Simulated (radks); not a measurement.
Ga2+, configuration [Ar] 3d10 4f1 (not the ground configuration). All-electron calculation, Dirac Kohn-Sham, PBEsol, spin-unpolarised, spherical densities, point nucleus; open shells fill j = l - 1/2 first. Program: a radial shooting solver on a logarithmic mesh with Libxc functionals.

Radial electron density D(r) = 4 pi r^2 rho(r):

```
   r/bohr * D(r) (the largest magnitude, 43.1, reaches the edge; | marks zero)
  0.00217 | *
 0.002918 |  *
 0.003923 |   *
 0.005316 |      *
 0.007147 |           *
 0.009609 |                 *
  0.01292 |                         *
  0.01737 |                                  *
  0.02335 |                                           *
   0.0314 |                                               *
  0.04255 |                                              *
  0.05721 |                                        *
  0.07692 |                                      *
   0.1034 |                                             *
    0.139 |                                                      *
   0.1869 |                                                   *
   0.2513 |                                   *
   0.3406 |                          *
   0.4579 |                               *
   0.6157 |                                *
   0.8278 |                     *
    1.113 |        *
    1.496 |  *
    2.012 |*
    2.726 *
    3.666 *
    4.928 *
    6.626 *
    8.908 *
    11.98 *
     16.1 *
```

D(r) has 4 maxima, at r = 0.0340, 0.154, 0.546, 5.38 bohr, and minima at 0.0727, 0.343, 2.98 bohr, inside which lie 2.11, 10.97, 28.04 electrons.
